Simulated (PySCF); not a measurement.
A structure optimised at B3LYP-D3(BJ)/def2-SVP, used in a PySCF frequency run:

```xyz
8

C     -1.2283     0.1536     0.0000
C     -0.5598    -1.0515     0.0000
N      0.7575    -0.7000     0.0000
N      0.9576     0.6264     0.0000
C     -0.2610     1.1747     0.0000
H     -0.8944    -2.0860     0.0000
H      1.5627    -1.3159     0.0000
H     -0.3794     2.2566     0.0000
```
Charge 0, spin multiplicity 2.

Question: Write its SMILES, formula and point group.

Answer: [c]1cn[nH]c1, C3H3N2, Cs

Question: What are its rotational constants (standard atomic weights)?

Answer: 10.789, 9.3757, 5.0164 GHz
